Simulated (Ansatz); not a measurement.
```yaml
crystal:
  periodic: [false, false, false]
  atoms:
    - {symbol: N, position_ang: [-1.042852, 0.650381, -0.730071]}
    - {symbol: Au, position_ang: [0.342966, -0.357314, 0.528642]}
    - {symbol: S, position_ang: [1.762995, -1.428296, 1.906519]}
    - {symbol: H, position_ang: [-1.756407, 0.015908, -1.071857]}
    - {symbol: H, position_ang: [-0.569475, 1.051025, -1.532644]}
    - {symbol: H, position_ang: [-1.503265, 1.403919, -0.231188]}
    - {symbol: H, position_ang: [2.827339, -1.403722, 1.084798]}
basis:
  gaussian: {orbitals: LANL2DZ}
magnetization: {spin_polarized: true, initial_magnetization: 2}
hamiltonian: {xc: {name: HF}}
correlation: {method: rpa}
```

```sh
$ ansatz run in.yaml --threads 2 --pin off --events-out ev --progress --plain --max-ram 32768MiB --backend cpu
```

How does Ansatz answer? (Best estimate.)

Computed: The program refused the input.
```
Error: <dir> can't be read: No such file or directory (os error 2)
```
